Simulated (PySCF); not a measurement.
HC(Cl)(F)CF2OMe, C3H4ClF3O.
SMILES with atom numbers: `[CH3:1][O:2][C:3]([F:4])([F:5])[C@H:6]([F:7])[Cl:8]` (hydrogens: H9, H10, H11 on C1; H12 on C6)

Computed, not measured: core-valence-separated Tamm–Dancoff BHandHLYP/aug-pcX-1 (pcseg-1 on H, def2-SVPD on Cl) in PySCF, non-relativistic, gas phase, PBE0-D3(BJ)/def2-SVP geometry.

Computed fluorine K-edge spectrum, Gaussian lines of 0.5 eV full width, highest printed point 100; it ends one width below the last computed root. Absolute energies from this functional tend to lie a few eV below measured edges; no shift was applied.

```tsv
photon energy (eV)	absorption
685.3	0
685.4	1
685.5	5
685.6	14
685.7	29
685.8	51
685.9	72
686.0	83
686.1	84
686.2	80
686.3	81
686.4	88
686.5	97
686.6	100
686.7	95
686.8	80
686.9	61
687.0	41
687.1	27
687.2	18
687.3	14
687.4	16
687.5	23
687.6	35
687.7	47
687.8	54
687.9	54
688.0	50
688.1	45
688.2	43
688.3	42
688.4	41
```

Problem. Where are the maxima, and which lines make them up?

Solution. 3 maxima:
- 686.0 eV: F7 (alkyl fluorine), 686.00 eV, f = 0.036, 89 % of the height at the exact maximum
- 686.6 eV: F5 (fluorine of a CF2 group), 686.46 eV, f = 0.029, 52 % of the height at the exact maximum; F4 (fluorine of a CF2 group), 686.75 eV, f = 0.029, 46 % of the height at the exact maximum
- 687.8 eV: F5 (fluorine of a CF2 group), 687.73 eV, f = 0.010, 34 % of the height at the exact maximum; F4 (fluorine of a CF2 group), 687.92 eV, f = 0.008, 29 % of the height at the exact maximum; F7 (alkyl fluorine), 687.80 eV, f = 0.007, 28 % of the height at the exact maximum

Further lines of some strength in the range: F7, 687.16 eV, f = 0.005; F5, 688.23 eV, f = 0.006; F4, 688.25 eV, f = 0.006.

Roots within 0.03 eV on the same or equivalent atoms count as one line; shares under 12 % aren't listed.

Vibrational structure and lifetime widths aren't in the curve. The ionisation threshold wasn't computed; near and above it a finite basis only mimics Rydberg series and continuum.

Shape of the structure used: `[CH3:1][O:2][C:3]([F:4])([F:5])[C@H:6]([F:7])[Cl:8]`: C1–O2–C3–F4 -57°, O2–C3–C6–F7 -176°.

One conformer stands for the species.
